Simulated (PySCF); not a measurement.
Problem. What does the PBE0-D3(BJ)/def2-SVP structure of `C=C[C@@H]([GeH3])OC` look like in three dimensions?

Solution. 
```
atom  x, y, z in Å
C1     2.2339   -1.2622    0.0965
C2     1.2304   -0.5715   -0.4493
C3     0.2266    0.2391    0.3046
Ge4    0.6318    2.1752    0.1549
O5    -1.0819    0.1066   -0.1941
C6    -1.6496   -1.1523    0.0328
H7     2.9688   -1.7830   -0.5222
H8     2.3634   -1.3211    1.1825
H9     1.1241   -0.5328   -1.5415
H10    0.2677   -0.0232    1.3828
H11    0.6326    2.5727   -1.3312
H12   -0.4435    2.9758    0.9104
H13    2.0188    2.4537    0.7656
H14   -1.7208   -1.3781    1.1151
H15   -1.0706   -1.9639   -0.4461
H16   -2.6631   -1.1409   -0.3915
```

Any rigid rotation of these coordinates is as good. Atoms count from 1 in this order. The 2 C–C bonds span 1.335 Å (C1=C2, drawn double) to 1.494 Å (C2–C3, drawn single), a spread of 0.159 Å. Of the pairs four or more bonds apart, C2···H15 is among the closest relative to their van der Waals radii: 2.69 Å, 93 % of the sum of Bondi's values. Ge4 (germanium bonded to C and 3 H) is tetrahedral (angles from 109.0° to 109.9°).

Bonds between heavy atoms (Å): C1=C2 1.335, C2–C3 1.494, C3–Ge4 1.984, C3–O5 1.407, O5–C6 1.399.

Method: PySCF, PBE0-D3(BJ)/def2-SVP geometry optimisation, gas phase.

Point group: C1 (no symmetry element, even within 0.4 Å). No PBE0-D3(BJ)/def2-SVP frequencies stand behind this structure, so it isn't proved a minimum. One conformer, not necessarily the lowest (C1–C2–C3–Ge4 103°, C2–C3–O5–C6 70°).
